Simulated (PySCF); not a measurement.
C4H4ClF, SMILES C=C(F)C(=C)Cl.

The structure is a stationary point at r2SCAN-D4/def2-SVP. One conformer was computed; it need not be the lowest.

Computed with PBE/def2-TZVP (PySCF).

```json
{
 "total_energy": "-714.46128 hartree",
 "point_group": "Cs",
 "highest_occupied_level": "-6.18 eV",
 "lowest_empty_level": "-2.38 eV",
 "orbital_gap": "3.80 eV",
 "dipole_moment": "0.09 D",
 "quadrupole, principal values (traceless, Buckingham form, about the centre of nuclear charge)": "-4.34, -2.86, 7.20 D·Å",
 "mean_static_polarisability": "64.9 bohr³ (9.61 Å³)",
 "polarisability_principal_values": "37.3, 64.9, 92.4 bohr³"
}
```
